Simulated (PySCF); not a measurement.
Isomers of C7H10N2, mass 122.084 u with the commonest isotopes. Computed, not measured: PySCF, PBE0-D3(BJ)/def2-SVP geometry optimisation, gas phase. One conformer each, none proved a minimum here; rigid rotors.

Question: Order these by out-of-plane moment Σ m c² = (Ia + Ib − Ic)/2, smallest first.
A. `[CH3:1][N:2]([CH3:3])/[CH:4]=[CH:5]/[CH:6]=[CH:7]/[C:8]#[N:9]` with C4–C5–C6–C7 180°
B. `[CH3:1][CH2:2][NH:3][c:4]1[cH:5][cH:6][cH:7][cH:8][n:9]1` with C1–C2–N3–C4 -78°, C2–N3–C4–C5 173°
C. `[CH3:1]/[N:2]=[CH:3]\[C:4]([C:5]#[N:6])=[C:7]([CH3:8])[CH3:9]` with N2–C3–C4–C5 -38°

Answer: A (3.55 u·Å²), C (19.20 u·Å²), B (22.70 u·Å²).

Question: Order these by rotational constant B, smallest first.
A. `[CH3:1]/[N:2]=[CH:3]\[C:4]([C:5]#[N:6])=[C:7]([CH3:8])[CH3:9]` with N2–C3–C4–C5 -38°
B. `[CH3:1][N:2]([CH3:3])/[CH:4]=[CH:5]/[CH:6]=[CH:7]/[C:8]#[N:9]` with C4–C5–C6–C7 180°
C. `[CH3:1][CH2:2][NH:3][c:4]1[cH:5][cH:6][cH:7][cH:8][n:9]1` with C1–C2–N3–C4 -78°, C2–N3–C4–C5 173°

Answer: B (508.2 MHz), C (1074 MHz), A (1280 MHz).

Question: Order these by rotational constant A, largest first.
A. `[CH3:1][N:2]([CH3:3])/[CH:4]=[CH:5]/[CH:6]=[CH:7]/[C:8]#[N:9]` with C4–C5–C6–C7 180°
B. `[CH3:1][CH2:2][NH:3][c:4]1[cH:5][cH:6][cH:7][cH:8][n:9]1` with C1–C2–N3–C4 -78°, C2–N3–C4–C5 173°
C. `[CH3:1]/[N:2]=[CH:3]\[C:4]([C:5]#[N:6])=[C:7]([CH3:8])[CH3:9]` with N2–C3–C4–C5 -38°

Answer: A (6941 MHz), B (3935 MHz), C (2254 MHz).

| SMILES | point group | Ia (u·Å²) | Ib (u·Å²) | Ic (u·Å²) | κ | μa (D) | μb (D) | μc (D) |
| --- | --- | --- | --- | --- | --- | --- | --- | --- |
| C/N=C\C(C#N)=C(C)C | C1 | 224.26 | 394.77 | 580.62 | -0.41 | 3.50 | 2.43 | 0.89 |
| CCNc1ccccn1 | C1 | 128.44 | 470.47 | 553.50 | -0.89 | 0.44 | 1.78 | 0.48 |
| CN(C)/C=C/C=C/C#N | – | 72.81 | 994.54 | 1060.26 | -0.99 | 9.09 | 0.67 | 0.13 |
